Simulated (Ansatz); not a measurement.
`[SnH3][CH2]C1=CC1`. Charge 0, multiplicity 1. Sn takes the def2 core potential. Geometry: relaxed with PBE0-D4/def2-TZVP. It is one conformer, not always the lowest.

```xyz
13

Sn   -0.505   -0.039    2.021
C    -0.402   -1.067    0.112
C     0.291   -0.236   -0.859
C     1.339    0.104   -1.535
C     0.146    0.993   -1.705
H    -1.284   -1.057    3.151
H    -1.390    1.408    1.850
H     1.083    0.304    2.540
H     0.106   -2.018    0.278
H    -1.435   -1.257   -0.186
H     2.366   -0.059   -1.810
H    -0.447    0.944   -2.621
H     0.132    1.979   -1.235
```

What is the dipole moment at PBE/def2-TZVPP? (An estimate is asked.)

The calculation gave: 0.94 D, with components (-0.13, -0.85, 0.38) D in this frame, pointing from negative to positive charge.

And with r2SCAN, B3LYP, ωB97M-V? (An estimate is asked.)

Computed: r2SCAN 0.97 D, B3LYP 0.94 D, ωB97M-V 0.95 D.

Give the Mulliken charges with PBE, r2SCAN, B3LYP in def2-TZVPP. (Estimate.)

Ansatz gave: 
```csv
atom,PBE,r2SCAN,B3LYP
Sn1,0.55,0.57,0.62
C2,-0.34,-0.35,-0.40
C3,0.00,0.00,-0.01
C4,-0.22,-0.20,-0.22
C5,-0.18,-0.10,-0.19
H6,-0.11,-0.12,-0.13
H7,-0.11,-0.11,-0.12
H8,-0.11,-0.12,-0.12
H9,0.12,0.10,0.12
H10,0.13,0.11,0.13
H11,0.15,0.14,0.17
H12,0.06,0.04,0.07
H13,0.07,0.04,0.07
```

B3LYP here is the variant with VWN-RPA as its local correlation; programs differ in this.
